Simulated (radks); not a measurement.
Question: Species: the indium ion In40+. Configuration: [He] 2s2 2p5. All-electron calculation, scalar-relativistic Kohn-Sham, r2SCAN, spin-unpolarised, spherical densities, finite nucleus; meta-GGA in the generalised Kohn-Sham scheme; Fermi nuclear charge, rms radius 4.6156 fm. Program: a radial shooting solver on a logarithmic mesh with Libxc functionals. Some entries of the table are withheld. Estimate them.

orbital  occ.  eigenvalue (Ry)  r(max) (bohr)  <1/r> (bohr^-1)
1s          2              (1)        0.01921              (2)
2s          2        -492.7979         0.1070            12.17
2p          5        -464.2939        0.08531              (3)
3s          0        -201.4738         0.2840            5.049
3p          0              (4)         0.2711            4.893
3d          0        -184.1057         0.2102            4.728

Answer: 
(1) 1s eigenvalue (Ry): -2247.743
(2) 1s <1/r> (bohr^-1): 51.91
(3) 2p <1/r> (bohr^-1): 11.68
(4) 3p eigenvalue (Ry): -192.8453
